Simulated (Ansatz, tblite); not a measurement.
Removing an electron: the cluster Sn₅⁻ (the lowest doublet isomer of a short search). Total charge -1; doublet. Geometry: PBE-D4/def2-SVPD. Ansatz, gas phase; energy differences of separate SCF runs; the oxidised species is a triplet (the singlet lies 0.19 eV higher at PBE0-D4/def2-TZVPD).

```xyz
5

Sn   -1.263    0.250   -1.118
Sn   -1.376   -1.594    1.083
Sn    1.296   -1.305   -0.345
Sn    0.079    1.029    1.556
Sn    1.264    1.619   -1.176
```

In the def2 sets Sn takes a core potential; there is no spin–orbit coupling. The xTB rows come from tblite. HOMO above LUMO, or a gap near zero within one spin, warns that the state may not be the lowest or that an electron is smeared out. The structure comes from a short search, and lower isomers may exist.

| level | −HOMO (eV) | vertical IE (eV) | −LUMO (eV) | HOMO–LUMO gap (eV) | remarks |
| --- | --- | --- | --- | --- | --- |
| GFN1-xTB | – | 6.87 | – | – | – |
| GFN2-xTB | – | 6.81 | – | – | – |
| PBE-D4/def2-TZVPD | 0.87 | 2.82 | 0.55 | 0.33 | gap within one spin near zero (triplet) |
| r2SCAN-D4/def2-TZVPD | 1.06 | 2.89 | 0.44 | 0.63 | – |
| PBE0-D4/def2-TZVPD | 1.60 | 2.92 | -0.06 | 1.66 | – |

  HOMO and LUMO are the levels of the spin that leaves or enters (xTB has no such levels and no spin-polarisation term). Other spin states of the ions may lie lower, which would lower the ionisation energy or raise the affinity. Raw xTB energy differences between charge states are shifted by several eV; the methods need an empirical correction for them.
